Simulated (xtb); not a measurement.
Job for xtb: GFN1-xTB on CH8SSi (a complex), monomers drawn apart or pushed together.

```
$ xtb mol.xyz --gfn 1 --sp --chrg 0 --uhf 0
11

S     -0.00899415    -0.53450535     0.30545501
H     -0.02062415    -1.57213420     1.15728415
H     -1.14679066    -0.03469494     0.81338900
C      1.10556918     0.98167008     3.44855309
Si    -0.41305350    -0.05139873     3.81249242
H      1.96416935     0.62594335     4.02101433
H      0.93572036     2.02795402     3.70908789
H      1.35252764     0.92672738     2.38742397
H     -0.18464050    -1.47411872     3.45587592
H     -1.58094509     0.42930498     3.03247333
H     -0.76731734     0.00903468     5.25197972
```

What total energy does the run end on?

-11.9800 hartree.
